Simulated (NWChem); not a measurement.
System meant: VSCl2F; SMILES [F][V](=[S])([Cl])[Cl]

Input file for NWChem:

```
start job
memory heap 200 mb stack 900 mb global 1100 mb
geometry units angstroms noautoz
  V      0.071429     0.234440     0.000000
  S      1.839456    -0.639322     0.000000
  F      0.292553     1.913200     0.000000
  Cl    -0.973976    -0.376047     1.745524
  Cl    -0.973976    -0.376047    -1.745524
end
basis spherical
  * library def2-svp
end
dft
  odft
  mult 2
  xc xpbe96 cpbe96
  iterations 150
  mulliken
end
task dft energy
```

End of the output:

```
                                 NWChem DFT Module
                                 -----------------

 Summary of "ao basis" -> "ao basis" (spherical)
 ------------------------------------------------------------------------------
       Tag                 Description            Shells   Functions and Types
 ---------------- ------------------------------  ------  ---------------------
 V                          def2-svp                11       31   5s3p2d1f
 S                          def2-svp                 8       18   4s3p1d
 F                          def2-svp                 6       14   3s2p1d
 Cl                         def2-svp                 8       18   4s3p1d

 Summary of "ao basis" -> "ao basis" (spherical)
 ------------------------------------------------------------------------------
       Tag                 Description            Shells   Functions and Types
 ---------------- ------------------------------  ------  ---------------------
 V                          def2-svp                11       31   5s3p2d1f
 S                          def2-svp                 8       18   4s3p1d
 F                          def2-svp                 6       14   3s2p1d
 Cl                         def2-svp                 8       18   4s3p1d

      Symmetry analysis of basis
      --------------------------

        a'         62
        a"         37

  number of electrons :                   82
  multiplicity        :                    2
 ------------------------------------------------------------------------
  no. of electrons and multiplicity not compatible                  82
 ------------------------------------------------------------------------
 ------------------------------------------------------------------------
  current input line :
    20: task dft energy
 ------------------------------------------------------------------------
 ------------------------------------------------------------------------
 There is an error in the input file
 ------------------------------------------------------------------------
 For more information see the NWChem manual at https://nwchemgit.github.io

0: no. of electrons and multiplicity not compatible:Received an Error in Communication
```

### Question
Find the fault in this run and fix the input.

### Answer
The program refused the input. Cause: the multiplicity doesn't fit the number of electrons (an even count wants an odd multiplicity, and the reverse). This input runs:
```
start job
memory heap 200 mb stack 900 mb global 1100 mb
geometry units angstroms noautoz
  V      0.071429     0.234440     0.000000
  S      1.839456    -0.639322     0.000000
  F      0.292553     1.913200     0.000000
  Cl    -0.973976    -0.376047     1.745524
  Cl    -0.973976    -0.376047    -1.745524
end
basis spherical
  * library def2-svp
end
dft
  xc xpbe96 cpbe96
  iterations 150
  mulliken
end
task dft energy
```
It converges to -2361.19352 Ha (PBE/def2-SVP).
